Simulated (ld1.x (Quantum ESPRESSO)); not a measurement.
## Reading a pseudo-wave (Co)

Columns: radius, all-electron u(r) and pseudo u(r) of the 3s shell (level -102.14 eV) of cobalt in the configuration [Ne] 3s2 3p6 3d7 4s2 4p0; PBEsol, scalar-relativistic, RRKJ scheme, ld1.x (Quantum ESPRESSO) 7.5.

```csv
r (bohr),all-electron,pseudo
0.072,0.0140,0.1355
0.145,-0.6209,0.2794
0.217,-0.5863,0.4313
0.290,-0.1627,0.5942
0.362,0.3339,0.7573
0.435,0.7580,0.9137
0.507,1.0464,1.0458
0.580,1.2098,1.1442
0.652,1.2676,1.1968
0.725,1.2512,1.2016
0.798,1.1853,1.1606
0.870,1.0923,1.0845
0.942,0.9859,0.9855
1.015,0.8745,0.8752
1.088,0.7660,0.7662
1.160,0.6658,0.6658
1.232,0.5742,0.5742
1.305,0.4910,0.4910
1.378,0.4178,0.4178
1.450,0.3547,0.3547
1.522,0.3000,0.3000
1.595,0.2524,0.2524
1.668,0.2118,0.2118
1.740,0.1777,0.1777
1.812,0.1489,0.1489
1.885,0.1243,0.1243
```

Q: How many radial nodes do the two functions have?

A: The all-electron 3s function has n − l − 1 = 2; the pseudo-wave has 0, since the states of the same l below it are removed with the core.

Q: At about which radius was the pseudo-wave matched?

A: 1.15 bohr, where the columns begin to agree (steps of 0.07 bohr).

Q: Is the pseudo-wave norm-conserving?

A: Yes: the RRKJ scheme keeps the norm inside the radius equal to the all-electron one, which fixes the energy derivative of the logarithmic derivative at the level.
